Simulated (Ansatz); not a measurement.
CH4AlFOSi (`[F][Al]1[O]C[SiH2]1`). Charge 0, multiplicity 1.

Cartesian coordinates in Å:
```
F -1.6155 -0.1543 2.8750
Al -0.8107 -0.0796 1.4460
O 0.4592 -1.1186 0.9378
C 0.8071 -0.6275 -0.3720
Si -0.3728 0.8685 -0.7019
H 1.8599 -0.3281 -0.3837
H 0.6726 -1.4246 -1.1101
H -1.3112 0.6828 -1.8415
H 0.3115 2.1814 -0.8495
```

(1) List the harmonic frequencies (cm⁻¹, unscaled) at PBE0-D4/def2-TZVP in Ansatz. (Best estimate.)

(2) Is this a minimum?

(3) Give the ideal-gas thermochemistry at 298.15 K and 1 bar (rigid rotor, harmonic oscillator; point group Cs, symmetry number 1).

(4) And at 400, 500, 600, 800 and 1000 K?

(5) Rotational constants (cm⁻¹)?

Answers

(1) The calculation gave: 119, 180, 180, 343, 420, 427, 531, 621, 706, 743, 835, 912, 940, 988, 1212, 1252, 1468, 2212, 2224, 3038, 3088.

(2) Yes, all 21 modes are real.

(3) Zero-point energy 134.2 kJ/mol; H(298) − E = 153.7 kJ/mol; entropy 334.4 J/(mol·K), of which translation 167.0, rotation 113.3, vibration 54.0; G(298) − E = 54.0 kJ/mol.

(4) 
| T (K) | H − E (kJ/mol) | S (J/mol/K) | G − E (kJ/mol) |
| --- | --- | --- | --- |
| 400 | 165.0 | 366.8 | 18.2 |
| 500 | 177.7 | 395.2 | -19.9 |
| 600 | 191.7 | 420.7 | -60.7 |
| 800 | 222.5 | 464.9 | -149.4 |
| 1000 | 255.9 | 502.1 | -246.2 |

(5) 0.2041, 0.07231, 0.05497.
